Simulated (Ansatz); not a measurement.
CH8SSi2 can be A, `C[SiH2][SiH2]S`, or B, `[SiH3]C([SiH3])S`.

Program: Ansatz. Geometries: PBE0-D4/def2-TZVP. ΔE: electronic, gas phase. CCSD(T)/CBS is the MP2 limit (def2-TZVPP, def2-QZVPP) plus CCSD(T) − MP2 in def2-TZVPP, frozen cores. Functionals use def2-TZVPP. B3LYP here is the variant with VWN-RPA as its local correlation; programs differ in this. Each species was taken in one conformer, which may not be the lowest.

Question: Which isomer does CCSD(T)/CBS put lower? Give the gap. (Estimate.)

Answer: Computed: A, by 26.8 kcal/mol.

Question: Give E(B) − E(A) in kcal/mol with CCSD/def2-TZVPP, PBE0-D4, PBE-D4, CCSD(T)/def2-TZVPP, B2PLYP, B3LYP, B3LYP-D4. (Best estimate.)

Answer: Ansatz gave: CCSD/def2-TZVPP 26.7, PBE0-D4 29.8, PBE-D4 29.8, CCSD(T)/def2-TZVPP 26.4, B2PLYP 27.5, B3LYP 28.9, B3LYP-D4 27.5. None reverses the order clearly.

Largest T1 diagnostic: 0.012.

The D4 term adds −1.3 kcal/mol with B3LYP and −0.6 kcal/mol with PBE0; it sums over pairs of atoms, weighted by their polarisabilities, and B3LYP, whose exchange is more repulsive, gets the larger term. In def2-TZVPP, CCSD(T) changes the Hartree–Fock value by −1.0 kcal/mol (the triples alone add −0.3 kcal/mol) and MP2 by −1.9 kcal/mol.
